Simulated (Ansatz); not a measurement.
C$_{2}$H$_{8}$AlBSi, SMILES `C[Si]1([AlH2])BC1`, relaxed with RKS PBE-D4/def2-SVP in Ansatz 0.2.0 from a rough embedded geometry. The force threshold is 0.03 eV/Å; the program also tests the step.

Total charge 0; spin multiplicity 1.

Start:

```xyz
13

C     0.338    1.017    1.505
Si   -0.133    0.297   -0.092
Al    1.368    0.435   -1.867
B    -0.487   -1.696    0.156
C    -1.630   -0.694   -0.175
H     0.602    2.137    1.387
H     1.164    0.506    1.967
H    -0.574    1.026    2.188
H     2.751    1.318   -1.769
H     1.050   -0.274   -3.291
H    -0.085   -2.761    0.531
H    -1.997   -0.845   -1.222
H    -2.367   -0.464    0.682
```

```csv
step,energy (eV),largest force (eV/Å),largest move (Å)
1,-17334.0083,2.597,0.000
2,-17334.4675,1.428,0.146
3,-17334.5432,0.697,0.200
4,-17334.6090,0.440,0.168
5,-17334.6447,0.148,0.200
6,-17334.6704,0.501,0.196
7,-17334.6873,0.459,0.115
8,-17334.7135,0.333,0.101
9,-17334.7567,0.325,0.197
10,-17334.8270,0.380,0.195
11,-17334.8731,0.409,0.195
12,-17334.9165,0.286,0.164
13,-17334.9530,0.357,0.117
14,-17334.9753,0.328,0.123
15,-17334.9870,0.246,0.079
16,-17334.9944,0.098,0.089
17 (rejected),-17334.9843,0.248,0.124
18,-17334.9966,0.065,0.060
19,-17334.9974,0.037,0.028
20,-17334.9975,0.052,0.036
21,-17334.9979,0.019,0.020
```

End:

```xyz
13

C     0.315    1.149    1.563
Si   -0.375    0.952   -0.226
Al    1.319   -0.069   -1.619
B    -0.283   -1.182   -0.371
C    -1.650   -0.508   -0.215
H    -0.254    1.968    2.054
H     1.381    1.449    1.545
H     0.207    0.244    2.196
H     2.804    0.368   -1.216
H     0.958   -0.822   -2.996
H     0.115   -2.316   -0.184
H    -2.225   -0.459   -1.164
H    -2.311   -0.773    0.631
```

It took 34 s on 4 threads of an Arm Neoverse V1 on a shared host, with 0.17 GiB of host memory at the peak.
